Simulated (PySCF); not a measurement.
Start geometry of 3,5-dichloro-1,2,4-thiadiazole, `n1c(nc(Cl)s1)Cl` from GFN2-xTB (Å):
```
atom  x, y, z in Å
Cl1   -2.544   -0.846   -0.205
C2    -1.049   -0.125   -0.087
N3    -0.916    1.173   -0.064
S4     0.713    1.556    0.065
C5     1.099   -0.158    0.067
Cl6    2.667   -0.723    0.186
N7     0.063   -0.906   -0.012
```

Problem. What comes out of this run: PBE0-D3(BJ)/def2-SVP geometry optimisation, gas phase (PySCF)?

Solution. 
```
atom  x, y, z in Å
Cl1   -2.5239   -0.5508    0.8343
C2    -1.0239   -0.0540    0.1887
N3    -0.9651    0.9460   -0.6461
S4     0.6239    1.1531   -1.0664
C5     1.1035   -0.1672   -0.0529
Cl6    2.7195   -0.6641    0.0993
N7     0.1045   -0.7181    0.5586
```

The energy falls by 1.5 kcal/mol over 7 energy and gradient evaluations, the largest force component goes from 0.0264 to 1.9e-04 Eh/bohr, and the atoms move by 0.024 Å rms after alignment. The bond that changes most is Cl1–C2 (aryl chlorine to aromatic C–Cl carbon), which lengthens by 0.043 Å. Bonds longer at the end by more than 0.005 Å: 3 of 7; shorter: 2. Rotational constants go from 3374, 946.0, 738.8 to 3437, 926.0, 729.5 MHz. The orientation of the end geometry is arbitrary; only internal coordinates are fixed.

The run used 110 basis functions and 59 SCF cycles in all. Time: 34 s wall; peak memory 0.47 GiB. Hardware: an Arm Neoverse V1 with one thread, no GPU, shared host with 32 logical CPUs at a one-minute load of 8.2.

No frequency check.
